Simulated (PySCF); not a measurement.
The dipole of `C[C@@H]1CC(=S)C[C@@H]1C(F)(F)F` from its density and from atomic charges.

Coordinates (GFN2-xTB, Å) and charges (e) from the PBE0/pcSseg-1 density (PySCF):

| atom | x | y | z | Mulliken | IAO | Hirshfeld | ESP-fitted |
| --- | --- | --- | --- | --- | --- | --- | --- |
| C1 | -1.369 | -1.125 | -0.397 | -0.1876 | -0.4260 | -0.1275 | -0.5423 |
| C2 | -0.728 | -0.218 | 0.650 | -0.3276 | -0.1057 | -0.0226 | +0.5915 |
| C3 | -1.198 | 1.232 | 0.474 | -0.0358 | -0.2837 | -0.0727 | -0.5069 |
| C4 | -0.231 | 1.854 | -0.481 | -0.3734 | -0.0272 | +0.0569 | +0.2237 |
| S5 | -0.457 | 3.240 | -1.280 | -0.0434 | -0.0807 | -0.1312 | -0.2345 |
| C6 | 0.990 | 0.992 | -0.586 | -0.0179 | -0.2887 | -0.0799 | -0.2789 |
| C7 | 0.802 | -0.074 | 0.499 | -0.3913 | -0.1669 | -0.0499 | -0.0521 |
| C8 | 1.550 | -1.359 | 0.194 | +0.8852 | +0.8036 | +0.2648 | +0.4137 |
| F9 | 2.878 | -1.183 | 0.313 | -0.2762 | -0.2881 | -0.0987 | -0.1715 |
| F10 | 1.352 | -1.830 | -1.045 | -0.2694 | -0.2809 | -0.0717 | -0.1504 |
| F11 | 1.224 | -2.349 | 1.039 | -0.2727 | -0.2852 | -0.0876 | -0.1941 |
| H12 | -1.131 | -0.794 | -1.404 | +0.1163 | +0.1398 | +0.0358 | +0.1522 |
| H13 | -2.450 | -1.105 | -0.277 | +0.1263 | +0.1460 | +0.0461 | +0.1378 |
| H14 | -1.041 | -2.154 | -0.280 | +0.1341 | +0.1513 | +0.0321 | +0.1160 |
| H15 | -0.975 | -0.601 | 1.643 | +0.1299 | +0.1430 | +0.0414 | -0.0966 |
| H16 | -2.224 | 1.309 | 0.116 | +0.1464 | +0.1667 | +0.0532 | +0.1332 |
| H17 | -1.145 | 1.777 | 1.422 | +0.1619 | +0.1696 | +0.0574 | +0.1595 |
| H18 | 1.026 | 0.539 | -1.581 | +0.1714 | +0.1768 | +0.0505 | +0.1079 |
| H19 | 1.906 | 1.572 | -0.468 | +0.1692 | +0.1769 | +0.0553 | +0.1206 |
| H20 | 1.216 | 0.287 | 1.447 | +0.1548 | +0.1594 | +0.0483 | +0.0711 |

Question: Compute μ = Σ q r for each scheme (1 e·Å = 4.803 D) and compare with the dipole of the full density.

Answer: The full density gives (-1.08, -0.57, 1.67) D, 2.07 D in size; dipole vectors point from the negative to the positive end.

```csv
scheme,μx,μy,μz,size (D),share of the full size (%),angle to the full dipole (°)
Mulliken,-1.63,-0.21,0.37,1.68,81,44
IAO,-1.70,1.22,1.51,2.58,125,47
Hirshfeld,-0.32,-0.56,1.04,1.22,59,18
ESP-fitted,-1.08,-0.62,1.66,2.08,100,1
```

Question: Which set comes closest?

Answer: Length of the difference vector: ESP-fitted 0.05 D, Hirshfeld 0.99 D, Mulliken 1.46 D, IAO 1.90 D. Closest: ESP-fitted. ESP charges are fitted to the potential around the molecule, whose slowest-falling term is the dipole's. The schemes that divide the density aren't constrained to reproduce the dipole.

Question: What is left for the Hirshfeld atoms' own dipoles?

Answer: The shares of the density sum to the whole, so what Σ q r misses lies in dipoles about the nuclei. The atomic dipoles sum to (-1.08, -0.57, 1.67) − (-0.32, -0.56, 1.04) = (-0.76, -0.01, 0.63) D, 0.99 D in size.

Question: With the origin at the mean of the coordinates, (0.000, 0.001, 0.000) Å, which are the largest single terms, by size, of the Hirshfeld dipole along the direction of the full one?

Answer: S5 +1.06, C6 +0.49, H19 -0.48, H18 -0.48, F9 +0.44 D; all 20 atoms together +1.16 D. The single terms depend on the origin, their sum doesn't.

Question: Give the size of the full dipole in other units.

Answer: 2.07 D = 0.814 au = 0.430 e·Å = 6.90 × 10⁻³⁰ C·m.

One conformer (not necessarily the lowest) at the GFN2-xTB geometry, without solvent, vibrations or thermal averaging.

These values come from a run that also computed NMR shieldings. On x86-64 server, one thread, shared host, this took 57 s of wall time.
